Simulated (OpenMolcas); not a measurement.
# Fe IV: terms and fine structure

- Program: OpenMolcas
- Method: SS-CASPT2, IPEA 0.25 Eh, imaginary shift 0.1 Eh (closed shells correlated: 3s 3p)
- Basis: ANO-RCC-VTZP [6s5p3d2f1g]
- Scalar Hamiltonian: DKH2, point nucleus
- Active space: 5 electrons in 5 orbitals (3d)
- State averaging: 2S+1 = 6 even, 1 root; 2S+1 = 4 even, 24 roots kept (CI in the orbitals of an earlier block); 2S+1 = 2 even, 75 roots kept (CI in the orbitals of an earlier block)
- Spin-orbit coupling: RASSI with atomic mean-field integrals over the reference wave functions, term energies averaged over their components

With spin-orbit coupling, above the lowest level:

| Configuration | Term | J | E (cm-1) | Measured (cm-1) | Term weight % | Second |
| --- | --- | --- | --- | --- | --- | --- |
| 3d5 | 6S | 5/2 | 0.0 | 0.0 | 100 |  |
| 3d5 | 4G | 5/2 | 33920 |  | 100 |  |
| 3d5 | 4G | 7/2 | 33950 |  | 100 |  |
| 3d5 | 4G | 11/2 | 33960 | 32246 | 100 |  |
| 3d5 | 4G | 9/2 | 33960 |  | 100 |  |
| 3d5 | 4P | 5/2 | 37400 | 35254 | 94 | 6 4D |
| 3d5 | 4P | 3/2 | 37480 | 35333 | 95 | 4 4D |
| 3d5 | 4P | 1/2 | 37570 | 35407 | 98 |  |
| 3d5 | 4D | 7/2 | 40570 | 38779 | 100 |  |
| 3d5 | 4D | 1/2 | 40660 | 38897 | 99 |  |
| 3d5 | 4D | 3/2 | 40730 |  | 95 | 4 4P |
| 3d5 | 4D | 5/2 | 40750 |  | 94 | 6 4P |
| 3d5 | 2I | 11/2 | 49720 |  | 99 |  |
| 3d5 | 2I | 13/2 | 49800 |  | 100 |  |
| 3d5 | 2D(1) | 5/2 | 52610 | 49542 | 75 | 23 2F(1) |
| 3d5 | 2D(1) | 3/2 | 53120 | 50051 | 93 | 7 4F |
| 3d5 | 2F(1) | 7/2 | 54760 | 51394 | 96 | 3 4F |
| 3d5 | 4F | 5/2 | 55200 |  | 69 | 28 2F(1) |
| 3d5 | 4F | 9/2 | 55220 | 52621 | 98 |  |
| 3d5 | 4F | 7/2 | 55280 | 52695 | 96 | 3 2F(1) |
| 3d5 | 4F | 3/2 | 55460 |  | 93 | 7 2D(1) |
| 3d5 | 2F(1) | 5/2 | 55630 |  | 49 | 28 4F |
| 3d5 | 2H | 9/2 | 59360 | 56058 | 75 | 24 2G(1) |
| 3d5 | 2H | 11/2 | 59820 | 56369 | 99 |  |
| 3d5 | 2G(1) | 7/2 | 60390 | 57408 | 99 |  |
| 3d5 | 2G(1) | 9/2 | 60790 | 57721 | 74 | 25 2H |
| 3d5 | 2F(2) | 5/2 | 64120 | 61156 | 99 |  |
| 3d5 | 2F(2) | 7/2 | 64150 | 61254 | 99 |  |
| 3d5 | 2S | 1/2 | 69890 | 66720 | 100 |  |
| 3d5 | 2D(2) | 3/2 | 77850 |  | 100 |  |
| 3d5 | 2D(2) | 5/2 | 77910 |  | 100 |  |
| 3d5 | 2G(2) | 9/2 | 86890 | 82895 | 100 |  |
| 3d5 | 2G(2) | 7/2 | 86910 | 82897 | 100 |  |
| 3d5 | 2P | 3/2 | 104400 | 100118 | 100 |  |
| 3d5 | 2P | 1/2 | 104450 | 100126 | 100 |  |
| 3d5 | 2D(3) | 5/2 | 112990 |  | 100 |  |
| 3d5 | 2D(3) | 3/2 | 113030 |  | 100 |  |

Against the 22 measured excited levels shown (Corliss and Sugar, J. Phys. Chem. Ref. Data 11, 135 (1982)) the mean absolute deviation is 2900 cm-1; the largest miss in energy is 3d5 2P 1/2: computed 104450, measured 100126 cm-1 (+4.3 %), and the largest in proportion 3d5 2F 7/2(1) (+6.5 %).

Spin-orbit coupling puts the lowest level 32.0 cm-1 below the lowest spin-free term.

Term energies are means over components that CASPT2 splits; among the terms shown or strongly mixed into the levels shown the widest spread is 210 cm-1 (3d5 4F). Terms from blocks run as CI alone lack orbitals of their own. Computed and measured levels are paired by configuration, term and J; levels that our copy of the source lacks, or whose pairing is in doubt (as where it misses far off the trend of its configuration), stay unpaired and out of the deviations. Levels of configurations outside the active space are missing.

The term weight is that of the spin-free term in the level, not the purity of its configuration. A number in round brackets counts repeated terms of one configuration in the order of the reference energies.
